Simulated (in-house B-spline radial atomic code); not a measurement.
Eu. Computed with a B-spline radial atomic code. Model: non-relativistic spherical atom: semilocal Troullier-Martins pseudo-atom, one channel per l, against all electrons, high spin, G0W0 and RPA with empty states to l = 8, local potential for every l without a channel, a model core (radius 0 = none) keeps its share of the functional.

Without relativity these are model numbers for so heavy an element.

What the tables leave out is listed at the end.

The pseudopotential gives back the lowest level of each angular momentum of its own functional in the configuration it was made in; a second state of the same l is only approximately right. Exact exchange, RPA and GW see the smooth pseudo-orbitals and miss the exchange with the core, for which the functional's share stands in. The column with an uncorrelated core keeps all orbitals and exact exchange, and so separates missing core correlation from pseudisation. Only the three outermost levels and the lowest empty one were computed. RPA here is direct RPA, with no exchange kernel, and its energies carry an (l + 1/2)⁻⁴ tail. A hybrid on a potential with a model core restores only its own semilocal share of the core's exchange.

Command:
```bash
python run_psgw.py task.json out
```
Settings (lengths in bohr, energies in hartree):
```
Z                      63
electrons              63
configuration          [Xe] 4f7 6s2
generated_in           [Xe] 4f7 6s2
functional             pbe,pbe
core_shells            10
radius_factor          1.15
core_correction        True
ion_configuration      [Xe] 4f7 6s1
```

Time taken, with all properties: 2.3 min on 1 thread of Arm Neoverse N1 (shared host).

Given: made with PBE; model core radius 0.96 bohr; local radius 1.913 bohr; mean-field start PBE.

Valence shells of the generating configuration: 5p, 4f, 6s.

Channel: s 3.4, p 1.651, d 2.403, f 2.279 (radii in bohr).

Computed: largest level miss in the spin-unpolarised generating configuration 0.001 eV; valence RPA correlation energy all-electron orbitals -0.85196 hartree; valence RPA correlation energy pseudo -1.2536 hartree; all-electron RPA polarisability, core included 154.26 bohr³; pseudo-atom RPA polarisability 152.67 bohr³; ionisation by mean-field all-electron 5.3386 eV; ionisation by RPA all-electron 5.726 eV.

```
  level  occupied  mean-field all-electron (eV)  mean-field pseudo minus all (eV)  G0W0 all-electron (eV)  G0W0 uncorrelated core minus all (eV)  G0W0 pseudo minus all (eV)  exchange self-energy all-electron (eV)  exchange self-energy pseudo (eV)
6s down         1                       -3.2993                            -0.069                 -5.4388                                  0.016                      -0.257                                 -6.4512                           -6.3711
```

(1) What is the ionisation by RPA pseudo minus all?

(2) What is the ionisation by mean-field pseudo minus all?

Given: mean-field start PBE0.

Computed: valence RPA correlation energy all-electron orbitals -0.78292 hartree; valence RPA correlation energy pseudo -1.1945 hartree; pseudo-atom RPA polarisability 123.56 bohr³; ionisation by mean-field all-electron 5.2556 eV; ionisation by mean-field pseudo minus all 0.201 eV; ionisation by RPA all-electron 5.6115 eV.

```tsv
level	occupied	mean-field all-electron (eV)	mean-field pseudo minus all (eV)	G0W0 all-electron (eV)	G0W0 uncorrelated core minus all (eV)	G0W0 pseudo minus all (eV)	exchange self-energy all-electron (eV)	exchange self-energy pseudo (eV)
6s down	1	-3.7871	-0.155	-5.5206	0.019	-0.297	-6.3445	-6.562
6s up	1	-3.9667	-0.037	-5.7113	0.016	-0.187	-6.7056	-6.7687
5d up (empty)	0	-1.5001	-0.2	-0.16993	0.072	-0.035	-5.8333	-5.9053
```

(3) What is the all-electron RPA polarisability, core included?

(4) What is the ionisation by RPA pseudo minus all?

Results:

(1) 0.078 eV.

(2) 0.093 eV.

(3) 134.93 bohr³.

(4) 0.241 eV.

Among the listed levels the largest G0W0 shift of the pseudo-atom is -0.30 eV, for 6s down on the PBE0 start, while leaving the core uncorrelated moves that level by +0.02 eV. So pseudisation and the lost core exchange, not the missing core correlation, make the error. Not in the tables (levels of low weight, unsolved or above zero; the highest and the empty levels are kept at any weight): on PBE the G0W0 levels 6s up (pseudo minus all -0.15 eV, weights 0.69 and 0.73), 4f up (pseudo minus all +4.09 eV, weights 0.59 and 0.00); on PBE0 the G0W0 levels 4f up (pseudo minus all +4.29 eV, weights 0.77 and 0.47); no Hartree-Fock pseudo-atom is run with a model core.
